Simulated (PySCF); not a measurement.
ClH4NSn. Atoms are numbered in the order given.

```xyz
7

Sn    -0.3333     0.3447     0.0000
N      1.2505     1.6299     0.0000
Cl     0.3896    -1.9337     0.0000
H     -1.2019     0.5781    -1.4553
H     -1.2019     0.5781     1.4553
H      1.8469     1.5358    -0.8229
H      1.8469     1.5358     0.8229
```

The structure is a stationary point at B3LYP-D3(BJ)/def2-SVP. The def2 effective core potentials stand for the cores of Sn; spin–orbit coupling is left out. The values are those of a single conformer.

Level of theory: PySCF with C-PCM-PBE0/def2-SVP.

The values are the electrostatic part of the solvation free energy, E(continuum) − E(gas) at the gas-phase geometry, in a cavity of scaled van der Waals radii (PySCF's table); cavitation and dispersion terms are not included. A continuum can't describe solvent molecules that bind to the metal. In vacuum the orbital gap is 7.00 eV. The dipole moment in vacuum is 1.82 D.

Computed values in water (ε = 78.36), N,N-dimethylformamide (ε = 37.22), benzene (ε = 2.27):
```csv
solvent,ε,ΔG(elec) (kcal/mol),dipole (D),gap (eV)
water,78.36,-5.6,2.36,7.02
"N,N-dimethylformamide",37.22,-5.5,2.35,7.02
benzene,2.27,-3.0,2.10,7.02
```
